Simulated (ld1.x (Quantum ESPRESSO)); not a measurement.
**Configuration tests for Zn (PAW)**

ld1.x (Quantum ESPRESSO) 7.5 input, shortened:

```
&input
   title='Zn', zed=30., rel=1, dft='PBE', iswitch=3,
   config='[Ar] 3d10 4s1.5 4p0.5'
 /
 &inputp
   pseudotype=3, lpaw=.true., tm=.true., lloc=-1, rcloc=1.45,
   nlcc=.true., new_core_ps=.true., rcore=0.65,
   which_augfun='PSQ', rmatch_augfun_nc=.true.
 /
6
4S  1  0   1.50   0.00  2.00  2.40  0.0
4S  1  0   0.00   2.50  2.00  2.40  0.0
4P  2  1   0.50   0.00  2.00  2.70  0.0
4P  2  1   0.00   0.40  2.00  2.70  0.0
3D  3  2  10.00   0.00  0.75  0.80  0.0
3D  3  2   0.00  -0.50  0.75  0.80  0.0
 &test
   configts(1)='3d10 4s1.5 4p0.5'
 /
```

Energies are relative to the spin-unpolarised reference configuration 3d10 4s1.5 4p0.5; without spin polarisation the order of configurations can differ from experiment. The frozen-core shift is the all-electron ΔE with the core orbitals held at their reference shape minus the fully relaxed ΔE.

| valence configuration | charge | ΔE all-electron (eV) | error AE − PS (meV) | frozen-core shift (meV) |
| --- | --- | --- | --- | --- |
| 3d10 4s2 4p0 | 0 | -2.486 | +0.3 | -0.2 |
| 3d10 4s1 4p0 | +1 | 7.402 | -0.8 | +1.5 |
| 3d10 4s0 4p1 | +1 | 13.726 | -4.0 | +3.4 |
| 3d10 4s0 4p2 | 0 | 8.072 | -2.4 | +1.9 |
| 3d9 4s2 4p0 | +1 | 15.414 | -71 | +121 |

What are ΔE and the potential's error for 3d10 4s0 4p0?

ΔE = 25.845 eV all-electron; the error (AE − PS) is -8.4 meV.

What are ΔE and the potential's error for 3d9 4s0 4p0?

ΔE = 66.378 eV all-electron; the error (AE − PS) is -166 meV.

Levels in the configuration 3d9 4s0 4p0:

```json
{"level": "3d", "all-electron (eV)": "-50.718", "pseudo (eV)": "-51.116"}
```

A variational frozen-core shift is positive and of second order in the change. This column holds negative values, so the frozen-core run of ld1.x carries numerical noise or an error of first order here, and the column gives no more than the rough size of the effect.
